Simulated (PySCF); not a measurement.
Job file and geometry (Å, from GFN2-xTB) of an NMR shielding run on `C[O][AlH][C@H](C)C[SiH3]`, C$_{4}$H$_{13}$AlOSi, GIAO PBE0/pcSseg-1 NMR shielding, non-relativistic, gas phase (PySCF); density fitting, a coarse starting grid and PySCF grid level 2 are the driver's defaults:

```
$ OMP_NUM_THREADS=1 python probes_run.py task.json out

{"job": {"kind": "nmr", "xc": "PBE0", "basis": "pcSseg-1"}, "charge": 0, "multiplicity": 1}
C     -4.112339     0.114643    -0.291128
O     -2.764735    -0.118827    -0.586470
Al    -1.188358    -0.400631    -0.974629
C      0.441637    -0.249390     0.213840
C      0.560648     1.077103     0.972174
C      1.565720    -0.443670    -0.814886
Si     3.323344    -0.456117    -0.088041
H     -4.581697     0.671023    -1.105611
H     -4.635715    -0.835989    -0.163201
H     -4.198677     0.694198     0.630636
H     -0.930229    -0.783391    -2.439860
H      0.529204    -1.052116     0.962168
H      0.634610     1.912526     0.276149
H      1.443557     1.086624     1.613608
H     -0.317769     1.236442     1.598902
H      1.491774     0.337808    -1.578802
H      1.387162    -1.387455    -1.344088
H      4.245575    -1.060209    -1.053146
H      3.771265     0.909022     0.199498
H      3.329876    -1.240917     1.150457
```

**Question.** What does the program print?

**Answer.** 
```
coarse grid: 16744 points
cycle   1  E = -766.6613666107  dE =  3.442e-01  |g| = 8.075e-01  |ddm| = 3.808e+00
cycle   2  E = -766.4031878833  dE =  2.582e-01  |g| = 1.389e+00  |ddm| = 1.654e+00
cycle   3  E = -766.7885356683  dE = -3.853e-01  |g| = 1.487e-01  |ddm| = 1.173e+00
cycle   4  E = -766.7921975621  dE = -3.662e-03  |g| = 7.037e-02  |ddm| = 1.754e-01
cycle   5  E = -766.7934523847  dE = -1.255e-03  |g| = 1.137e-02  |ddm| = 7.358e-02
cycle   6  E = -766.7934809485  dE = -2.856e-05  |g| = 3.814e-03  |ddm| = 1.370e-02
cycle   7  E = -766.7934843786  dE = -3.430e-06  |g| = 5.737e-04  |ddm| = 2.986e-03
final grid: 149696 points
cycle   8  E = -766.8445787263  dE = -2.773e-05  |g| = 1.216e-02  |ddm| = 2.679e-02
cycle   9  E = -766.8445427557  dE =  3.597e-05  |g| = 1.822e-02  |ddm| = 2.059e-02
cycle  10  E = -766.8446086132  dE = -6.586e-05  |g| = 1.738e-03  |ddm| = 1.295e-02
cycle  11  E = -766.8446092551  dE = -6.419e-07  |g| = 2.168e-04  |ddm| = 1.378e-03
cycle  12  E = -766.8446092643  dE = -9.176e-09  |g| = 8.801e-05  |ddm| = 2.832e-04
cycle  13  E = -766.8446092660  dE = -1.726e-09  |g| = 2.766e-05  |ddm| = 9.548e-05
cycle  14  E = -766.8446092662  dE = -1.742e-10  |g| = 4.573e-06  |ddm| = 3.030e-05
converged SCF energy = -766.8446092662

GIAO shielding tensors (ppm)
atom      isotropic    diamagn.    paramagn.     s11        s22        s33       span
  0 C      129.659     237.649    -107.990    101.228    103.903    183.846     82.618
  1 O      278.711     405.239    -126.528    222.584    265.166    348.383    125.798
  2 Al     406.529     798.138    -391.609    353.824    375.670    490.094    136.270
  3 C      167.722     251.197     -83.475    159.330    164.045    179.790     20.461
  4 C      167.911     248.902     -80.992    155.915    165.028    182.789     26.874
  5 C      169.127     252.780     -83.653    153.154    172.995    181.232     28.078
  6 Si     420.141     879.215    -459.074    374.160    418.253    468.011     93.851
  7 H       27.249      26.432       0.817     23.000     24.978     33.770     10.770
  8 H       27.332      26.682       0.650     23.013     25.020     33.964     10.951
  9 H       27.297      28.578      -1.281     22.694     25.510     33.686     10.991
 10 H       27.427      31.439      -4.012     23.268     26.427     32.586      9.318
 11 H       31.059      34.654      -3.594     27.382     29.848     35.948      8.566
 12 H       31.113      32.583      -1.470     28.169     28.601     36.567      8.398
 13 H       30.202      31.785      -1.583     25.128     29.437     36.040     10.912
 14 H       30.217      32.140      -1.922     25.027     28.779     36.846     11.819
 15 H       31.167      32.650      -1.484     26.870     30.342     36.287      9.416
 16 H       30.520      32.402      -1.882     24.802     29.667     37.091     12.289
 17 H       27.827      28.100      -0.273     24.409     25.543     33.528      9.120
 18 H       27.588      28.662      -1.074     24.007     26.381     32.375      8.368
 19 H       28.029      28.997      -0.968     24.791     26.429     32.865      8.074
```

Size and cost of the density-fitted run: 198 basis functions, 36 s wall time on 1 thread of an Intel Xeon 6975P-C, shared host; peak memory 0.91 GiB.
